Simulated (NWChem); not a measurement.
## Correlation energy of silene (CH4Si)

```xyz
6

C      0.0000     0.0000    -1.1569
Si     0.0000     0.0000     0.5507
H      0.9266     0.0000    -1.7379
H     -0.9266     0.0000    -1.7379
H     -1.2496     0.0000     1.3539
H      1.2496     0.0000     1.3539
```
Charge 0, spin multiplicity 1.

Everything below was run with NWChem. All single points use one geometry, from PBE0/def2-SVP, a minimum by its harmonic frequencies.

Basis set: cc-pVDZ. Each correlation energy counts from its own Hartree-Fock reference.

The correlated methods keep 6 core orbitals frozen. Coupled-cluster values serve here as a point of comparison, not as the truth.

For the correlation energy, RI-MP2 gives -243.9 mHa and MP2 gives -244.0 mHa. What do SCS-MP2, CR-CCSD[T], CR-CCSD(T) give?

SCS-MP2: -250.4 mHa; CR-CCSD[T]: -286.4 mHa; CR-CCSD(T): -286.1 mHa.
